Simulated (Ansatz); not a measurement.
Input for Ansatz (a quantum-chemistry and plane-wave program): R-RI-MP2/cc-pVQZ on CH6GaN (SMILES [CH3][GaH][NH2]), a point of a torsion scan. Files ending in .json are basis or fitting sets from the Basis Set Exchange. The run froze 16 orbitals, filled d shells among them.

Ansatz 0.2 input:
```yaml
crystal:
  periodic: [false, false, false]
  atoms:
    - {symbol: C, position_ang: [-1.53568766, 0.15442491, -0.23350539]}
    - {symbol: Ga, position_ang: [0.24178454, -0.27135741, 0.62237282]}
    - {symbol: N, position_ang: [1.80280374, -0.01835609, -0.28277208]}
    - {symbol: H, position_ang: [-2.18167650, -0.72605456, -0.26779252]}
    - {symbol: H, position_ang: [-2.07801837, 0.93819483, 0.30054076]}
    - {symbol: H, position_ang: [-1.35917022, 0.49341674, -1.25823104]}
    - {symbol: H, position_ang: [0.44755830, -0.97142194, 2.00656872]}
    - {symbol: H, position_ang: [1.94645312, 0.68801454, -0.99555142]}
    - {symbol: H, position_ang: [2.70974195, -0.25690286, 0.10391606]}
basis:
  gaussian:
    orbitals: cc-pVQZ
    fitting: {mean_field: def2-universal-JKFIT, correlation: cc-pVQZ-RIFIT.json}
magnetization: {spin_polarized: false}
correlation: {method: mp2, electrons: outside_noble_gas}
scf: {lower_state_search: off}
```

Q: Give the final energy of this run.

A: -2019.6739 hartree.
